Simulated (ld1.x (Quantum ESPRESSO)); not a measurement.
**An all-electron radial function and its pseudo partner (Li (Z = 3))**

Columns: radius, all-electron u(r) and pseudo u(r) of the 1s shell (level -52.92 eV) of lithium in the configuration 1s2 2s0 2p1; PBEsol, non-relativistic, PAW scheme, ld1.x (Quantum ESPRESSO) 7.5.

```json
{"r (bohr)": "0.230", "all-electron": "1.0824", "pseudo": "0.4210"}
{"r (bohr)": "0.460", "all-electron": "1.1448", "pseudo": "0.6984"}
{"r (bohr)": "0.690", "all-electron": "0.9372", "pseudo": "0.7667"}
{"r (bohr)": "0.920", "all-electron": "0.6973", "pseudo": "0.6644"}
{"r (bohr)": "1.150", "all-electron": "0.4944", "pseudo": "0.4932"}
{"r (bohr)": "1.380", "all-electron": "0.3411", "pseudo": "0.3411"}
{"r (bohr)": "1.610", "all-electron": "0.2310", "pseudo": "0.2310"}
{"r (bohr)": "1.840", "all-electron": "0.1544", "pseudo": "0.1544"}
{"r (bohr)": "2.070", "all-electron": "0.1023", "pseudo": "0.1023"}
{"r (bohr)": "2.300", "all-electron": "0.0676", "pseudo": "0.0676"}
{"r (bohr)": "2.530", "all-electron": "0.0445", "pseudo": "0.0445"}
{"r (bohr)": "2.760", "all-electron": "0.0292", "pseudo": "0.0292"}
{"r (bohr)": "2.990", "all-electron": "0.0191", "pseudo": "0.0191"}
{"r (bohr)": "3.220", "all-electron": "0.0125", "pseudo": "0.0125"}
{"r (bohr)": "3.450", "all-electron": "0.0081", "pseudo": "0.0081"}
{"r (bohr)": "3.680", "all-electron": "0.0053", "pseudo": "0.0053"}
{"r (bohr)": "3.910", "all-electron": "0.0034", "pseudo": "0.0034"}
{"r (bohr)": "4.140", "all-electron": "0.0022", "pseudo": "0.0022"}
{"r (bohr)": "4.370", "all-electron": "0.0014", "pseudo": "0.0014"}
{"r (bohr)": "4.600", "all-electron": "0.0009", "pseudo": "0.0009"}
{"r (bohr)": "4.830", "all-electron": "0.0006", "pseudo": "0.0006"}
{"r (bohr)": "5.060", "all-electron": "0.0004", "pseudo": "0.0004"}
{"r (bohr)": "5.290", "all-electron": "0.0002", "pseudo": "0.0002"}
{"r (bohr)": "5.520", "all-electron": "0.0002", "pseudo": "0.0002"}
{"r (bohr)": "5.750", "all-electron": "0.0001", "pseudo": "0.0001"}
{"r (bohr)": "5.980", "all-electron": "0.0001", "pseudo": "0.0001"}
```

Task: How many radial nodes do the two functions have?

Result: The all-electron 1s function has n − l − 1 = 0; the pseudo-wave has 0.

Task: At about which radius was the pseudo-wave matched?

Result: 1.34 bohr, where the columns begin to agree (steps of 0.23 bohr).

Task: Is the pseudo-wave norm-conserving?

Result: No, it belongs to a PAW set: the norm inside the radius is not constrained, and the difference is carried by the augmentation charge.
